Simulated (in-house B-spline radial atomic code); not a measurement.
Configurations of the zinc ion Zn³⁺, with energies counted from [Ar] 3d9. Level of theory: scalar-relativistic (X2C) AM05, spin-polarised, spherical fractional occupations, Fermi nucleus of rms radius 3.9283 fm; calculated with an all-electron radial atomic-structure program (B-spline basis). Shells without spins written out take the highest spin.

Occupations are held fixed; configurations that lie above the ionisation limit could autoionise.

| configuration | E - E(ref) (eV) | highest orbital | its <r> (bohr) |
| --- | --- | --- | --- |
| [Ar] 3d(3 up, 5 down) 4s(0 up, 1 down) | 16.465 | 4s down | 1.927 |
| [Ar] 3d8 4p1 | 26.02 | 4p up | 2.208 |
| [Ne] 3s2 3p(2 up, 3 down) 3d10 | 74.018 | 3d up | 0.8188 |
| [Ne] 3s2 3p(3 up, 2 down) 3d(5 up, 4 down) 4d(0 up, 1 down) | 113.68 | 4d down | 3.041 |
| [Ne] 3s2 3p5 3d9 4f1 | 121.68 | 4f up | 4.326 |

Q: Order these further configurations by energy, lowest first.
A. [Ar] 3d8 4d1
B. [Ne] 3s2 3p5 3d9 4d1
C. [Ne] 3s2 3p5 3d9 4p1
D. [Ar] 3d(5 up, 3 down) 4f(1 up, 0 down)
E. [Ne] 3s2 3p5 3d9 4s1

A: A (38.761 eV), D (46.865 eV), E (91.158 eV), C (100.74 eV), B (113.53 eV).
